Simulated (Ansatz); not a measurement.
Input file for Ansatz (an electronic-structure program): R-PBE/def2-TZVPPD on H4OSi (SMILES O[SiH3]). Files ending in .json are basis or fitting sets from the Basis Set Exchange.

Ansatz 0.2 input:
```yaml
crystal:
  periodic: [false, false, false]
  atoms:
    - {symbol: O, position_ang: [-1.08683584, -0.08231650, 3.46669160]}
    - {symbol: Si, position_ang: [0.20467545, -0.02885024, 4.48981149]}
    - {symbol: H, position_ang: [-0.89739820, -0.01014893, 2.52315555]}
    - {symbol: H, position_ang: [1.15983002, -1.13719468, 4.23434127]}
    - {symbol: H, position_ang: [-0.34313081, -0.15380226, 5.85590761]}
    - {symbol: H, position_ang: [0.95316191, 1.24846748, 4.36967262]}
basis:
  gaussian:
    orbitals: def2-TZVPPD.json
hamiltonian:
  xc: {name: PBE}
scf: {lower_state_search: off}
```

The head of its log:

```
Functional definition: PBE
[...]
these checks for a lower state are left out or cut short: stability, starts, cluster_reference, orbital_swaps, neighbouring_geometries, increment
integrals: 0.05 GiB planned
725 factors; their error is unknown
mean field: 0.46 GiB planned
mean field evaluation 1: about -9979.3608 eV, gradient 6.1e1 eV
mean field evaluation 2: about -9945.4729 eV, gradient 1.4e2 eV
```

Question: Predict the final total energy.

Answer: -366.9576 hartree.
